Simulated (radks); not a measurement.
Spherical jellium clusters: N electrons in a uniform positive sphere of charge N and radius rs N^(1/3), rs = 5.44 bohr. Calculated with a radial shooting solver with Libxc functionals: non-relativistic Kohn-Sham, PBE, spin-polarised, spherical densities. Levels are named by radial order and angular momentum (1s, 1p, 1d, 2s, ...), and open shells are averaged over m.

N = 4, configuration 1s2 1p(up 2, down 0). This is the lowest configuration that the search found. Occupied levels:

| level | occupation | eigenvalue (eV) | <r> (bohr) |
|---|---|---|---|
| 1s up | 1 | -3.1658 | 6.228 |
| 1s down | 1 | -2.7873 | 5.549 |
| 1p up | 2 | -2.2579 | 7.372 |

Energy (eV): total -6.40566, kinetic 4.5380, external -59.514, Hartree 29.464, exchange-correlation -11.145, background 30.251.

Electron density:

| r (bohr) | n(r) (e/bohr^3) |
|---|---|
| 0.636 | 0.001958 |
| 1.70 | 0.001986 |
| 2.76 | 0.002009 |
| 3.83 | 0.001975 |
| 4.89 | 0.001816 |
| 5.95 | 0.001501 |
| 7.01 | 0.001078 |
| 8.08 | 0.0006498 |
| 9.14 | 0.0003244 |
| 10.2 | 0.0001440 |
| 11.3 | 0.00006025 |
| 12.3 | 0.00002477 |
| 13.4 | 9.988e-06 |
